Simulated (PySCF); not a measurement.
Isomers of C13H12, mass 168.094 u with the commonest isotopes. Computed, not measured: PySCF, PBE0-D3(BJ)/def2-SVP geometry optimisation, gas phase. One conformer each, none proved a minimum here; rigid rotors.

Question: Order these by radius of gyration √(Σ m r²/M), smallest first.
A. `C(#CC1=CC=C[C@@]12C[C@@]2(C#C)C)C`
B. `[cH:1]1[cH:2][cH:3][c:4]([CH2:5][c:6]2[cH:7][cH:8][cH:9][cH:10][cH:11]2)[cH:12][cH:13]1` with C3–C4–C5–C6 129°, C4–C5–C6–C7 -52°
C. `CC1=C2CCC3=C2C(=CC=C3)C=C1`

Answer: C (2.415 Å), A (2.666 Å), B (2.814 Å).

Question: Order these by rotational constant A, smallest first.
A. `[cH:1]1[cH:2][cH:3][c:4]([CH2:5][c:6]2[cH:7][cH:8][cH:9][cH:10][cH:11]2)[cH:12][cH:13]1` with C3–C4–C5–C6 129°, C4–C5–C6–C7 -52° (diphenylmethane)
B. `CC1=C2CCC3=C2C(=CC=C3)C=C1`
C. `C#C[C@@]1(C)C[C@@]12C=CC=C2C#CC`

Answer: C (1248 MHz), B (1392 MHz), A (2096 MHz).

Question: Order these by out-of-plane moment Σ m c² = (Ia + Ib − Ic)/2, largest first.
A. `C#C[C@@]1(C)C[C@@]12C=CC=C2C#CC`
B. `c12CCc3cccc(ccc1C)c23`
C. `[cH:1]1[cH:2][cH:3][c:4]([CH2:5][c:6]2[cH:7][cH:8][cH:9][cH:10][cH:11]2)[cH:12][cH:13]1` with C3–C4–C5–C6 129°, C4–C5–C6–C7 -52° (diphenylmethane)

Answer: C (107.63 u·Å²), A (55.06 u·Å²), B (4.70 u·Å²).

| SMILES | point group | Ia (u·Å²) | Ib (u·Å²) | Ic (u·Å²) | κ | μa (D) | μb (D) | μc (D) |
| --- | --- | --- | --- | --- | --- | --- | --- | --- |
| Cc1ccc2cccc3c2c1CC3 | Cs | 363.17 | 621.82 | 975.58 | -0.33 | 0.66 | 0.99 | 0.00 |
| C#C[C@@]1(C)C[C@@]12C=CC=C2C#CC | C1 | 405.02 | 844.63 | 1139.52 | -0.61 | 0.78 | 0.93 | 0.40 |
| c1ccc(Cc2ccccc2)cc1 | C2 | 241.13 | 1197.71 | 1223.57 | -0.99 | 0.00 | 0.11 | 0.00 |
